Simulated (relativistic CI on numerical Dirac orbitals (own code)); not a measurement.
## Zeeman pattern of Br+ 4785.48 Å at 0.3 T

Problem. The line 4s²4p³5s ⁵S°2 – 4s²4p³5p ⁵P2 of Br+ lies at 4785.48 Å (air; NIST Handbook). Calculate its Zeeman pattern at B = 0.3 T, seen across the field, in LS coupling, and compare it with the Doppler width at an assumed gas temperature of 3000 K.

Working.
1. Landé factors g = 3/2 + [S(S + 1) − L(L + 1)]/[2J(J + 1)]: lower 2.0000, upper 1.8333.
2. The unit is μB B/hc = 0.46686 × 0.3 = 0.1401 cm⁻¹, or 32.1 mÅ at this wavelength. A component is shifted by g_u m_u − g_l m_l units. Seen across the field, the strengths for lower J and m are m² (π) and ¼(J − m)(J + m + 1) (σ).
3. π components (Δm = 0), symmetric about zero, as shift (strength, strongest of all = 100): ±0.167 (25), ±0.333 (100).
4. σ components with Δm = +1, mirrored for −1: 1.667 (25), 1.833 (38), 2.000 (38), 2.167 (25).
5. The centre of the σ group lies at ḡ = 1.917 units, 61.5 mÅ from the line centre.
6. The Doppler width is 7.16 × 10⁻⁷ λ √(T/M) = 21.1 mÅ (FWHM, M = 79), so the sum of Gaussians shows separate peaks away from the centre.

Check. A relativistic CI calculation gives g = 1.9946 and 1.8218 for the two levels. The nearest fine-structure partner lies 135 cm⁻¹ away, 965 Zeeman units, so the weak-field formulas hold; hyperfine structure, which matters at weak fields for isotopes with nuclear spin, is neglected.
